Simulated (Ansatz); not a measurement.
C3F6, triplet, at a GFN2-xTB geometry (a higher spin typed on purpose: for a closed-shell molecule this is an excited state); CCSD(T)/STO-3G in Ansatz (a quantum-chemistry and plane-wave program).

Input for Ansatz:
Ansatz 0.2 input:
```yaml
crystal:
  periodic: [false, false, false]
  atoms:
    - {symbol: F, position_ang: [2.24180610, -0.01504848, -0.67225413]}
    - {symbol: C, position_ang: [1.48256483, 0.21210371, 0.40084165]}
    - {symbol: F, position_ang: [1.63666190, 1.47421199, 0.80383342]}
    - {symbol: C, position_ang: [0.18045076, -0.40670960, 0.49176153]}
    - {symbol: F, position_ang: [-0.01977017, -1.37904404, 1.38117812]}
    - {symbol: C, position_ang: [-1.03302769, -0.07382793, -0.35157085]}
    - {symbol: F, position_ang: [-2.07511199, 0.30564498, 0.39834754]}
    - {symbol: F, position_ang: [-0.75958953, 0.91672918, -1.19651435]}
    - {symbol: F, position_ang: [-1.44398826, -1.12353778, -1.07527882]}
basis:
  gaussian:
    orbitals: STO-3G
magnetization: {spin_polarized: true, initial_magnetization: 2}
correlation: {method: ccsd_t}
```

The log (banner, timings and long lists left out):

```
Functional definition: HF
670 factors; integrals over basis functions are off by at most 3.5e-5 eV
mean field evaluation 1: about -19047.9128 eV, gradient 3.6e1 eV
mean field evaluation 2: about -19048.3591 eV, gradient 3.6e1 eV
mean field evaluation 4: about -19057.5473 eV, gradient 2.8e0 eV
mean field evaluation 8: about -19057.6847 eV, gradient 1.3e-1 eV
mean field evaluation 16: about -19057.6847 eV, gradient 1.3e-1 eV
mean field -19057.68508461 eV, -700.3570090967 hartree, gradient 2.4e-6 eV, S^2 2.009747; 0 other end points of the search recorded, 0 dependent functions left out
9 core orbitals not correlated
reference -19057.68508461 eV, -700.3570090967 hartree; 28, 26 occupied and 8, 10 virtual orbitals, 670 factors
second order -5.87957909 eV of doubles, -0.00000000 eV of singles
cycle   1  -6.78860740 eV  change   -9.1e-1 eV  update   1.1e-1
cycle   2  -7.32460916 eV  change   -5.4e-1 eV  update   3.9e-2
cycle   3  -7.44301206 eV  change   -1.2e-1 eV  update   1.9e-2
cycle   4  -7.44820087 eV  change   -5.2e-3 eV  update   6.9e-3
cycle   5  -7.44777083 eV  change    4.3e-4 eV  update   1.9e-3
cycle   6  -7.44818573 eV  change   -4.1e-4 eV  update   7.9e-4
cycle   7  -7.44776724 eV  change    4.2e-4 eV  update   2.9e-4
cycle   8  -7.44760721 eV  change    1.6e-4 eV  update   1.3e-4
cycle   9  -7.44771173 eV  change   -1.0e-4 eV  update   4.6e-5
cycle  10  -7.44770460 eV  change    7.1e-6 eV  update   1.8e-5
perturbative correction -0.27065975 eV, -0.0099465624 hartree
Total energy: -19065.40344896 eV, -700.6406537548 hartree
```
